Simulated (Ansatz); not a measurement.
Ansatz (a program for electronic structure) input:

Ansatz 0.2 input:
```yaml
crystal:
  periodic: [false, false, false]
  atoms:
    - {symbol: Si, position_ang: [0.01529876, 0.01273124, 0.57681924]}
    - {symbol: F, position_ang: [1.02401244, -0.69021782, -0.46109671]}
    - {symbol: F, position_ang: [-1.04781051, 0.67041367, -0.43617766]}
basis:
  gaussian:
    orbitals: STO-3G
magnetization: {spin_polarized: false}
correlation: {method: fci, electrons: outside_noble_gas}
```

Which total energy does the run end on?

-481.77536 Eh (FCI/STO-3G). The basis has 19 functions.
